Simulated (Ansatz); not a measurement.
Born–Oppenheimer molecular dynamics of H$_{6}$N$_{2}$OSSi (11 atoms, charge 0, multiplicity 1). It starts at the highest image of a converged band. Of that band: Neighbouring images differ by up to 2.5 eV, so the band resolves the path poorly. A vibrational analysis at the climbing image gives one clearly imaginary mode, 1729i cm⁻¹: a first-order saddle point.

Level of theory: Ansatz 0.2.0, RHF/6-31G*.

```
ensemble                      : NVE (velocity Verlet)
time step                     : 0.5 fs
steps asked                   : 200
starting velocities drawn for : 300 K
seed                          : 6389
```

First frame:

```xyz
11
Properties=species:S:1:pos:R:3
Si -0.519 -0.227 0.009
S 1.260 1.627 -1.363
O -1.008 0.013 -1.434
H -0.054 0.835 -1.755
N 0.361 -1.569 0.459
N -1.122 0.602 1.324
H 2.129 0.757 -1.869
H 0.751 -2.185 -0.222
H 0.692 -1.749 1.382
H -1.665 1.430 1.203
H -0.824 0.466 2.265
```

(1) What does the run give?

(2) What happens to the structure?

(3) How do temperature and energy run in time?

## Answers

(1) All steps were run.

```
steps done                                               : 200
time covered                                             : 100 fs
mean temperature over the second half                    : 625 K
spread of the potential energy over the second half      : 7.2 meV per atom
mean potential energy of the second half above the start : -34.3 meV per atom
```

The conserved energy stayed within 0.33 meV per atom of its start (net change 0.072 meV per atom), so the integration is sound. The kinetic energy rose, since the run started high on the potential surface and went downhill. It ends in pieces (H2S + H4N2OSi), so much of that is their flight and rotation, not heat. A run of 0.1 ps of so small a system gives no equilibrium averages. The orbitals stay closed-shell, which can raise the energy where a bond breaks towards radicals; this wasn't checked here.

(2) Between its relaxed ends the band would form S2–H4 and break Si1–S2, O3–H4. These pairs go: S2–H4 1.58 → 1.24 Å, Si1–S2 2.91 → 4.15 Å, O3–H4 1.30 → 4.95 Å. In the last frame they stand as after the step (other bonds may differ from the relaxed reactants and products). It ends as H2S + H4N2OSi. Pairs count as bonded within 1.25 times the sum of covalent radii (0.12 Å more for H–H). The details hang on the random start.

(3) 
```tsv
time (fs)	T (K)	potential energy less start (eV)	conserved less start (meV/atom)
0.0	300	0.000	0.00
8.0	274	0.031	0.06
16.0	465	-0.190	0.09
24.0	548	-0.288	0.12
32.0	508	-0.239	0.32
40.0	684	-0.447	-0.04
48.0	569	-0.311	0.13
56.0	648	-0.406	-0.08
64.0	729	-0.502	-0.23
72.0	519	-0.253	0.14
80.0	712	-0.482	-0.20
88.0	653	-0.411	-0.10
96.0	557	-0.298	0.18
```

The run took 6.3 min on 2 threads of AMD EPYC 7R43 64-Core Processor (Zen 3), with other jobs on the host, peak memory 0.19 GiB.
